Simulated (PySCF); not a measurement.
Vertical excitations of a molecule C4H2ClF from TDA-PBE0/def2-SVPD run with PySCF, as energy in eV (oscillator strength): 5.13 (0.000), 5.55 (0.000), 5.74 (0.219), 6.44 (0.095), 6.70 (0.000), 6.85 (0.000), 7.01 (0.004), 7.38 (0.123), 7.50 (0.019), 7.57 (0.002). Lowest triplet (TDA): 3.23 eV. Coordinates come from a ωB97X-D3(BJ)/def2-SVP optimisation. The values are those of a single conformer.

Q: Which molecule gave these data?
A. C#C/C=C(\F)Cl
B. C#C/C(F)=C\Cl
C. C#C/C(Cl)=C\F

A: C, C#C/C(Cl)=C\F
